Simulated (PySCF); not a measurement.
B2Cl3, charge +1, multiplicity 1. Atoms are numbered in the order given.

```xyz
5

Cl     0.0000     0.0000    -2.6771
B      0.0000     0.0000    -1.0492
B      0.0000     0.0000     0.6439
Cl     0.0000    -1.5480     1.3981
Cl     0.0000     1.5480     1.3981
```
Charge +1, spin multiplicity 1.

Geometry: PBE-D3(BJ)/def2-SVP. The spin state was assumed, not searched. The isomer is the one that the SMILES or the coordinates give; other isomers of the formula were not compared. One conformer was computed; it need not be the lowest.

Calculation: PySCF with r2SCAN/def2-TZVP.

Isolated molecule, no solvent.

| Item | Value |
|---|---|
| total energy | -1430.00471 hartree |
| point group | C2v |
| highest occupied level | -13.32 eV |
| lowest empty level | -10.09 eV |
| orbital gap | 3.22 eV |
| dipole moment about the centre of nuclear charge | 4.20 D |
| mean static polarisability | 62.6 bohr³ (9.28 Å³) |
| polarisability, principal values | 37.7, 68.1, 82.1 bohr³ |
